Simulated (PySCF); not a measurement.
Si(H)(Me) (CH4Si), SMILES C[SiH] (connectivity only; charge and spin as stated), neutral, multiplicity 1. Coordinates come from a B3LYP-D3(BJ)/def2-TZVP optimisation.

TDA-PBE0/def2-TZVPD (PySCF) puts the lowest singlet excitations at 2.58, 4.57, 5.53, 6.15, 6.89, 7.00 eV.

**Question.** What are the lowest excitation roots from PySCF 2.14.0 with ADC(2)/aug-cc-pVDZ? (An estimate is asked for; the answer gives what the named calculation found.)

**Answer.** 2.52, 4.97, 5.56, 6.10, 6.50, 6.59 eV. S1 differs by -0.05 eV (second minus first; roots are paired by order, and the bases may differ).
